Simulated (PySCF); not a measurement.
# Structure revision by computed shifts

A compound C7H9N gives the data below (simulated from a calculation) and was assigned the structure `CCc1cccnc1`.

13C{1H} NMR (computed): δ 170.4 (C), 155.6 (CH), 141.7 (CH), 126.9 (CH), 125.5 (CH), 36.1 (CH2), 19.0 (CH3).

1H NMR (400 MHz, computed): δ 8.71 (dt, J = 5.4, 1.3 Hz, 1H), 7.64 (td, J = 8.4, 1.7 Hz, 1H), 7.13 (dd, J = 8.5, 1.0 Hz, 1H), 7.04 (dd, J = 8.3, 5.4 Hz, 1H), 2.66 (q, J = 8.5 Hz, 2H), 1.26 (t, J = 8.5 Hz, 3H).

Theoretical values (PySCF 2.14): J couplings at B3LYP/pcJ-1 (spin–dipole term only in couplings to heteroatoms), GIAO PBE0/pcSseg-1 shieldings, PBE0-D3(BJ)/def2-SVP geometry. One conformer, one averaged value for each set of equivalent atoms, gas phase, non-relativistic.

References, each an isolated molecule treated in the same way: TMS for 1H (31.27 ppm) and 13C (184.41 ppm).

**Question.** Compare with the shifts computed for the proposed structure, pairing carbons in order of shift.

**Answer.** Structure with atom numbers: `[CH3:1][CH2:2][c:3]1[cH:4][cH:5][cH:6][n:7][cH:8]1`. Hydrogens are named by the atom that carries them.

| atom | computed for proposal | given list | difference |
| --- | --- | --- | --- |
| C8 | 155.8 | 170.4 | -14.6 |
| C6 | 153.5 | 155.6 | -2.1 |
| C3 | 144.4 | 141.7 | +2.7 |
| C4 | 140.7 | 126.9 | +13.8 |
| C5 | 128.1 | 125.5 | +2.6 |
| C2 | 30.2 | 36.1 | -5.9 |
| C1 | 20.8 | 19.0 | +1.8 |

The rms difference is 8.1 ppm and the largest -14.6 ppm at C8 (aromatic CH next to a ring nitrogen). The carbon types in order of shift don't match either: CH, CH, C, CH, CH, CH2, CH3 for the proposal against C, CH, CH, CH, CH, CH2, CH3 in the data. The proposal doesn't fit.

**Question.** Which isomer fits?

**Answer.** SMILES C1=CC=C(CC)N=C1.

- Carbon types of the structure: 1 × C, 4 × CH, 1 × CH2, 1 × CH3, which accounts for all hydrogens.
- δC 170.4: substituted aromatic carbon next to a ring nitrogen.
- δC 155.6: aromatic CH next to a ring nitrogen; the adjacent pyridine-type nitrogen withdraws density from it.
- δC 141.7, 126.9, 125.5: aromatic CH.
- δH 8.71: hydrogen on an aromatic CH next to a ring nitrogen; ring current plus the neighbouring ring nitrogen.
- The protons at 1.26 and 2.66 share a coupling of 8.5 Hz (vicinal).
- The protons at 7.13 and 7.64 share a coupling of 8.5 Hz (vicinal, an ortho-type coupling).
- The protons at 7.64 and 7.04 share a coupling of 8.3 Hz (vicinal, an ortho-type coupling).
- The protons at 7.04 and 8.71 share a coupling of 5.4 Hz (vicinal, an ortho-type coupling).

The shifts were computed for this structure.

Multiplet labels drop couplings under 1 Hz and merge nearly equal ones. Unscaled 3J(H,H) at this level run about 9 % above measured values. Shifts are as computed. Against solution values, carbons near 30 ppm lie about +2 ppm off and those near 130 ppm about +4 ppm. Of 246 compounds with measured shifts, 49 miss one by over three times the rms of a fit or turn the order of signals round; such compounds aren't used in these exercises.
